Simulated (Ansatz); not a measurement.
Relaxation of AsH$_{8}$NSn (11 atoms, charge 0, multiplicity 1), to a largest force component of 0.03 eV/Å in at most 50 steps.

Method: Ansatz, UKS PBE0-D4/def2-SVP.

```xyz
11
Properties=species:S:1:pos:R:3
Sn -1.407 -0.411 -0.637
N 1.835 0.595 -0.513
H -0.433 -1.651 -1.307
H -3.011 -1.029 -0.465
H -1.467 0.928 -1.706
H 1.943 1.004 0.415
As -0.495 0.382 1.650
H 2.530 -0.144 -0.596
H 2.086 1.318 -1.184
H -1.740 -0.022 2.432
H 0.158 -0.971 1.912
```

Where does it end, and by what steps?

It converged. The force dipped under the threshold on the way, but the program's further checks kept it going. After 23 steps the energy has fallen by 0.058 eV; H9 moved furthest, 0.55 Å.

| step | energy less start (eV) | largest force component (eV/Å) | accepted |
| --- | --- | --- | --- |
| 0 | 0.0000 | 0.231 | yes |
| 1 | -0.0025 | 0.778 | yes |
| 2 | -0.0287 | 0.281 | yes |
| 3 | -0.0366 | 0.117 | yes |
| 4 | -0.0448 | 0.136 | yes |
| 5 | -0.0483 | 0.228 | yes |
| 6 | -0.0515 | 0.074 | yes |
| 7 | -0.0533 | 0.067 | yes |
| 8 | -0.0547 | 0.013 | yes |
| 9 | -0.0546 | 0.116 | no |
| 10 | -0.0551 | 0.035 | yes |
| 11 | -0.0553 | 0.040 | yes |
| 12 | -0.0554 | 0.033 | yes |
| 13 | -0.0556 | 0.014 | yes |
| 14 | -0.0557 | 0.056 | yes |
| 15 | -0.0558 | 0.053 | yes |
| 16 | -0.0561 | 0.060 | yes |
| 17 | -0.0563 | 0.070 | yes |
| 18 | -0.0563 | 0.104 | yes |
| 19 | -0.0566 | 0.087 | yes |
| 20 | -0.0571 | 0.057 | yes |
| 21 | -0.0575 | 0.004 | yes |
| 22 | -0.0561 | 0.251 | no |
| 23 | -0.0578 | 0.011 | yes |

```xyz
11
Properties=species:S:1:pos:R:3
Sn -1.257 -0.310 -0.601
N 1.687 0.575 -0.515
H -0.360 -1.637 -1.212
H -2.925 -0.776 -0.624
H -1.125 1.050 -1.637
H 1.951 1.336 0.110
As -0.617 0.323 1.848
H 2.365 -0.171 -0.365
H 1.839 0.917 -1.463
H -1.814 -0.389 2.474
H 0.258 -0.919 1.983
```

Whether the end is a true minimum wasn't checked by a vibrational analysis.

Time of the run: 120 s on 4 threads of Arm Neoverse N1 (shared host), peak memory 0.42 GiB.
